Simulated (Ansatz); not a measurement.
A CCSD(T) single point on ClGe2H5 (`[Cl][GeH2][GeH3]`).

```yaml
crystal:
  periodic: [false, false, false]
  atoms:
    - {symbol: Cl, position_ang: [-2.334580, 1.256070, -0.168812]}
    - {symbol: Ge, position_ang: [-0.406287, 0.607762, -0.914672]}
    - {symbol: Ge, position_ang: [0.627055, -0.697493, 0.844548]}
    - {symbol: H, position_ang: [-0.691863, -0.198302, -2.191816]}
    - {symbol: H, position_ang: [0.367737, 1.888317, -1.266031]}
    - {symbol: H, position_ang: [0.794350, 0.181718, 2.090378]}
    - {symbol: H, position_ang: [2.004916, -1.196214, 0.379688]}
    - {symbol: H, position_ang: [-0.269027, -1.898959, 1.171015]}
basis:
  gaussian: {orbitals: def2-TZVPP}
correlation: {method: ccsd_t}
output: {orbitals: {seedname: orbitals}}
```

```sh
$ ansatz run in.yaml --threads 4 --pin off --events-out ev --progress --plain --max-ram 10444MiB
```

Log, shortened:

```
Functional definition: HF
  name "HF"
  cite "Fock, Z. Phys. 61, 126 (1930) doi:10.1007/BF01340294"
  parent pbe
  exchange = exact_x
  correlation = 0
1265 factors; integrals over basis functions are off by at most 7.5e-4 eV
mean field evaluation 1: about -125530.1792 eV, gradient 1.8e1 eV
mean field evaluation 2: about -125530.2940 eV, gradient 1.8e1 eV
mean field evaluation 4: about -125531.6166 eV, gradient 2.9e0 eV
mean field evaluation 8: about -125531.6439 eV, gradient 1.6e-1 eV
mean field -125531.64398908 eV, -4613.2028281942 hartree, gradient 1.6e-6 eV, S^2 0.000000; 0 other end points of the search recorded, 0 dependent functions left out
23 core orbitals not correlated: weight in the atoms' cores, before any rotation towards them, 1.000 or more for the frozen orbitals, at most 0.000 for the correlated occupied ones
reference -125531.64398908 eV, -4613.2028281942 hartree; 20, 20 occupied and 165, 165 virtual orbitals, 1265 factors
second order -19.39573701 eV of doubles, -0.00000000 eV of singles
cycle   1  -19.68955154 eV  change   -2.9e-1 eV  update   1.0e-1
cycle   2  -20.36121853 eV  change   -6.7e-1 eV  update   3.0e-2
cycle   3  -20.42412842 eV  change   -6.3e-2 eV  update   1.3e-2
cycle   4  -20.41454443 eV  change    9.6e-3 eV  update   3.1e-3
cycle   5  -20.41439034 eV  change    1.5e-4 eV  update   9.7e-4
cycle   6  -20.41406815 eV  change    3.2e-4 eV  update   2.8e-4
cycle   7  -20.41400854 eV  change    6.0e-5 eV  update   9.0e-5
cycle   8  -20.41403331 eV  change   -2.5e-5 eV  update   2.9e-5
perturbative correction -0.74806578 eV, -0.0274909104 hartree
Total energy: -125552.80608817 eV, -4613.9805209918 hartree
```

Hardware: 4 threads of an Arm Neoverse V1 on a shared host. Wall time 96 s, peak host memory 2.7 GiB.

MP2 recovers 91.7 % of the CCSD(T) correlation energy and the triples give 3.5 %; T1 = 0.0109.
